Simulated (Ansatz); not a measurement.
`CC(C)[O][AlH][F]` + H₂ → `CC(C)[O][AlH2]` + H–F at 400 K and 1 bar (hydrogenolysis of the Al–F bond).

Computed with Ansatz on PBE0-D4/def2-TZVP structures; ΔE is electronic, products minus reactants. CCSD(T)/CBS is the MP2 limit (def2-TZVPP, def2-QZVPP) plus CCSD(T) − MP2 in def2-TZVPP, frozen cores. This one scheme is used for every species. One conformer a species, not always the lowest.

| species | CCSD(T)/CBS energy (Eh) | H − E (kJ/mol) | S (J/(mol·K)) |
| --- | --- | --- | --- |
| `CC(C)[O][AlH][F]` | -536.08793 | 322.4 | 423.9 |
| H₂ | -1.17544 | 38.0 | 139.0 |
| `CC(C)[O][AlH2]` | -436.80104 | 329.6 | 397.7 |
| H–F | -100.39570 | 36.5 | 182.2 |

H − E and S are ideal-gas, rigid-rotor, harmonic terms from PBE0-D4/def2-TZVP, for one conformer and one mirror image of each species. The MP2-based limit puts H₂ 0.8 mEh under its directly extrapolated value; such offsets cancel only in part. 1 Eh = 2625.50 kJ/mol, R = 8.31446 J/(mol·K).

Problem. By hand: ΔE, ΔH, ΔS and ΔG.

Solution. ΔE = (-436.80104) + (-100.39570) − (-536.08793) − (-1.17544) = 0.06663 Eh = 174.9 kJ/mol. Δ(H − E) = 329.6 + 36.5 − 322.4 − 38.0 = 5.7, so ΔH = 180.6 kJ/mol. ΔS = 397.7 + 182.2 − 423.9 − 139.0 = 17.0 J/(mol·K). ΔG = 180.6 − 400 × (17.0)/1000 = 173.8 kJ/mol.

Problem. By hand: the equilibrium constant, and the temperature at which ΔG would vanish if ΔH and ΔS stayed fixed.

Solution. log₁₀ K = −ΔG/(RT ln 10) = -22.7. ΔG = 0 at ΔH/ΔS = 10624 K, far beyond where these terms or the molecules hold.

ΔH outweighs TΔS. A doubt of 5 kJ/mol in ΔE shifts log₁₀ K by 0.7 here. Other conformers and mirror images would add mixing entropy, several J/(mol·K) or more a flexible species. Modes under 60 cm⁻¹, often nearly free rotors, make the harmonic entropy too high. These are equilibria of isolated gas molecules and say nothing of rates. Largest T1 diagnostic: 0.012 (customary marks: 0.02 for closed shells, 0.045 for open ones).
